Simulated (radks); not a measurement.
Q: These are the eigenvalues of the occupied orbitals of an atom or ion with whole-number occupations (eV). Calculated with a radial shooting solver on a logarithmic mesh with Libxc functionals: Dirac Kohn-Sham, PBE, spin-unpolarised, spherical densities, finite nucleus; Fermi nuclear charge, rms radius of each element as measured or else 0.836 A^(1/3) + 0.57 fm.

| orbital | eigenvalue |
|---|---|
| 1s1/2 | -14909.00 |
| 2s1/2 | -3134.456 |
| 2p1/2 | -3000.517 |
| 2p3/2 | -2947.888 |

Which element is it, and in what charge state? The configuration may be excited. Open shells, if any, are shared by 2j + 1.

A: Z = 35, bromine, charge +27: Br27+ in [He] 2s2 2p4. The list shows which subshells hold electrons but not how many an open one holds; the 1s level, -547.9 hartree, gives Z - s = 33.1 by -(Z - s)^2/2, which with screening and relativity narrows Z to a few neighbours, and the depths of the outer levels then fix element, charge and occupations together.
